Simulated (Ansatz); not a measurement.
Computed with CAM-B3LYP-D3(BJ)/def2-TZVP // PBE0-D3(BJ)/def2-SVP in Ansatz (a program for electronic structure). Gas-phase values, no solvent. One relaxed conformer stands for a flexible species; it need not be the lowest.  In the def2 sets, heavy atoms carry core potentials.

Reference species (SMILES): `[CH3][Sn]([OH])([OH])[OH]` (neutral, multiplicity 1).

- HOMO–LUMO gap: 9.84 eV
- LUMO: 0.01 eV

Changed species: `C[CH2][Sn]([OH])([OH])[OH]` (Y = ethyl; the reference has Y = methyl).

Task: What does the change do to the HOMO–LUMO gap and LUMO?

Result: the HOMO–LUMO gap falls by 0.32 eV, to 9.52 eV; the LUMO hardly moves.
